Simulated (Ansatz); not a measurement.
benzene (C6H6), singlet, geometry from GFN2-xTB; Ansatz (a first-principles code) with MP2/pcseg-1.

Here is a job for Ansatz.
Ansatz 0.2 input:
```yaml
crystal:
  periodic: [false, false, false]
  atoms:
    - {symbol: C, position_ang: [-0.00073149, 1.38454572, 0.01022132]}
    - {symbol: C, position_ang: [1.19871869, 0.69290639, 0.00510756]}
    - {symbol: C, position_ang: [1.19945018, -0.69163933, -0.00511376]}
    - {symbol: C, position_ang: [0.00073149, -1.38454572, -0.01022132]}
    - {symbol: C, position_ang: [-1.19871869, -0.69290639, -0.00510756]}
    - {symbol: C, position_ang: [-1.19945018, 0.69163933, 0.00511376]}
    - {symbol: H, position_ang: [-0.00130232, 2.46498215, 0.01819757]}
    - {symbol: H, position_ang: [2.13414417, 1.23361899, 0.00909327]}
    - {symbol: H, position_ang: [2.13544649, -1.23136316, -0.00910430]}
    - {symbol: H, position_ang: [0.00130232, -2.46498215, -0.01819757]}
    - {symbol: H, position_ang: [-2.13414417, -1.23361899, -0.00909327]}
    - {symbol: H, position_ang: [-2.13544649, 1.23136316, 0.00910430]}
basis:
  gaussian:
    orbitals: pcseg-1.json
magnetization: {spin_polarized: false}
correlation: {method: mp2}
```
The basis file holds pcseg-1 in the JSON format of the Basis Set Exchange.

Output, abridged:

```
Functional definition: HF
1266 factors; integrals over basis functions are off by at most 1.5e-3 eV
mean field evaluation 1: about -6272.6705 eV, gradient 3.3e1 eV
mean field evaluation 2: about -6272.6852 eV, gradient 3.3e1 eV
mean field evaluation 4: about -6275.9935 eV, gradient 3.7e0 eV
mean field evaluation 8: about -6276.0340 eV, gradient 1.6e-4 eV
mean field -6276.03398781 eV, -230.6399950035 hartree, gradient 2.6e-6 eV, S^2 0.000000; 0 other end points of the search recorded, 0 dependent functions left out; unrestricted orbitals would lower it
mean field evaluation 16: about -6276.0687 eV, gradient 5.7e-2 eV
6 core orbitals not correlated
reference -6276.03398781 eV, -230.6399950035 hartree; 15, 15 occupied and 93, 93 virtual orbitals, 1266 factors
second order -21.28612381 eV of doubles, -0.00000000 eV of singles
Total energy: -6297.32011162 eV, -231.4222456252 hartree
```
